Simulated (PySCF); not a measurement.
**Worked example: oscillator strength and radiative lifetime**

B(Cl)(Me)(OMe) (C2H6BClO), SMILES COB(C)Cl.

Coordinates come from a B3LYP-D3(BJ)/def2-SVP optimisation. This is a generated structure with no PubChem entry under its InChIKey; it may be hypothetical. The values are those of a single conformer.

TDDFT-LC-ωPBE/def2-SVPD run with PySCF puts the first singlet state with f over 0.02 at 8.32 eV (vertical), with the transition dipole (0.462, 0.830, 0.232) in atomic units.

### Question
Find the oscillator strength, the wavelength and the radiative lifetime that this transition would have in vacuum if emission retraced absorption.

### Answer

|μ|² = 0.9562 au, so |μ| = 2.49 D. ΔE = 8.32/27.211 = 0.3058 hartree. f = (2/3) ΔE |μ|² = 0.195 (the program prints 0.195).
λ = 1239.84/8.32 = 149 nm; ν = 67105 cm⁻¹.
Einstein's coefficient A = 0.6670 ν² f s⁻¹ (ν in cm⁻¹) = 5.9e8 s⁻¹, so τ = 1/A = 1.7 ns. This state is S3; the lower singlets have f = 0.001, 0.000. The figure is the radiative limit of this one transition; relaxation, internal conversion, crossing to triplets and a medium change what is measured.
